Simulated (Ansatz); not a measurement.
System: InH₂, charge 0, multiplicity 2. 
Geometry from a B3LYP-D3(BJ)/def2-TZVP (Ansatz, a program for electronic structure) optimisation:
```
In
H 1 1.7731
H 1 1.7731 2 119.92
```
Charge 0, spin multiplicity 2.

Basis-set convergence of Hartree-Fock and MP2 correlation energies (hartree) with Ansatz. Correlated levels leave the core frozen unless marked. UHF or UKS for open shells. No spin-orbit coupling. The frozen core is the preceding noble-gas configuration, with the filled d and f shells of earlier blocks. Past Kr the def2 sets carry scalar-relativistic core potentials.

```
basis        functions       E(HF)  E(corr, MP2)
-----------  ---------  ----------  ------------
def2-SVPD           48  -190.31891      -0.05408
def2-TZVPPD         90  -190.32582      -0.06333
def2-QZVPPD        154  -190.32706      -0.06709
```

Extrapolating the two largest sets (X = 3 and 4) as X^-3: E(corr) = (64·(-0.06709) - 27·(-0.06333))/37 = -0.0698 Eh, an estimate of the basis-set limit. The largest set recovers 96.1 % of it, the smallest 77.4 %.
